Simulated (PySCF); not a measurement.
**Ionising AlBi**

UHF-CCSD(T); PySCF, scalar-relativistic core potentials, basis sets Al def2-SVPD, Bi def2-SVPD with ECP60. Neutral (UHF): triplet (π ↑↑), Re = 2.851 Å, ωe = 228 cm⁻¹, De = 1.35 eV.

AlBi⁺ (ROHF): quartet (σ ↑, π ↑↑), Re = 3.018 Å, ωe = 134 cm⁻¹. The energies at the minima are -455.55503 hartree for AlBi and -455.31255 for AlBi⁺.

Problem. Work out the adiabatic ionisation energy, without and with harmonic zero-point energies (1 hartree = 27.2114 eV, 1 eV = 8065.5 cm⁻¹), and the change of the bond length.

Solution. At CCSD(T): 0.24248 hartree = 6.598 eV between the minima; the zero-point term (134.0 − 228.0)/2 cm⁻¹ = -0.006 eV makes it 6.592 eV. Re changes by +16.7 pm against the neutral. The electron leaves a σ orbital, and the longer bond of the ion fits a bonding orbital, or a change in how ionic the bond is.

Correlated steps freeze 9 core orbitals. UHF and ROHF references stand side by side, which adds small steps between rows. Correlated levels converge slowly with the basis: in double zeta they bind strong bonds too weakly, by up to about 1 eV, and carry superposition errors of some tenths. These are scalar-relativistic numbers at best; spin–orbit coupling would shift them, the dissociation energy most. States were picked by a PBE0 search and need not be the measured ground states.

Neutral and ion stand on different kinds of reference determinant, which adds to the error of the difference.
